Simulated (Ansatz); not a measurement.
CH5ClZn, closed shell: at the start structure of a reaction step.

The input file, in.yaml:

```yaml
crystal:
  periodic: [false, false, false]
  atoms:
    - {symbol: Zn, position_ang: [-1.034930, -1.170514, -1.371775]}
    - {symbol: H, position_ang: [0.123007, -2.148757, -1.492619]}
    - {symbol: Cl, position_ang: [-2.683471, 0.135699, -1.260809]}
    - {symbol: H, position_ang: [0.655786, -0.372906, 1.235617]}
    - {symbol: C, position_ang: [0.715756, 0.634470, 0.821898]}
    - {symbol: H, position_ang: [-0.284793, 1.014416, 0.612256]}
    - {symbol: H, position_ang: [1.198631, 1.287951, 1.548051]}
    - {symbol: H, position_ang: [1.310015, 0.619541, -0.092520]}
basis:
  gaussian: {orbitals: def2-TZVPP}
hamiltonian: {xc: lda}
```

Launched with

```bash
ansatz run in.yaml --threads 4 --pin off --events-out ev --progress --plain --max-ram 9574MiB
```

The run's output (Ansatz 0.2.0):

```
Functional definition: SPW92
  name "SPW92"
  cite "Dirac, Proc. Camb. Phil. Soc. 26, 376 (1930) doi:10.1017/S0305004100016108"
  cite "Slater, Phys. Rev. 81, 385 (1951) doi:10.1103/PhysRev.81.385"
  cite "Perdew & Wang, Phys. Rev. B 45, 13244 (1992) doi:10.1103/PhysRevB.45.13244"
  exchange = slater_x
  correlation = pw_c
1268 factors; their error is unknown
mean field evaluation 1: about -61920.3247 eV, gradient 9.0e1 eV
mean field evaluation 2: about -61893.9171 eV, gradient 1.8e2 eV
mean field evaluation 4: about -61932.4406 eV, gradient 1.2e1 eV
mean field evaluation 8: about -61932.6726 eV, gradient 2.6e-1 eV
mean field evaluation 16: about -61932.6471 eV, gradient 3.1e-4 eV
mean field -61932.64714520 eV, -2275.9828031300 hartree, gradient 2.6e-5 eV, S^2 0.000000; 0 other end points of the search recorded, 0 dependent functions left out
reference -61932.64718897 eV, -2275.9828047387 hartree; 29, 29 occupied and 178, 178 virtual orbitals, 1268 factors
Total energy: -61932.64718897 eV, -2275.9828047387 hartree
```

The lines “mean field evaluation” count trial sets of orbitals through the whole run, from several starts and some on an approximate energy, so they need not fall steadily or lie above the final value.

The run took about 1.2 s on 4 CPU threads of an Arm Neoverse V1 (shared host).
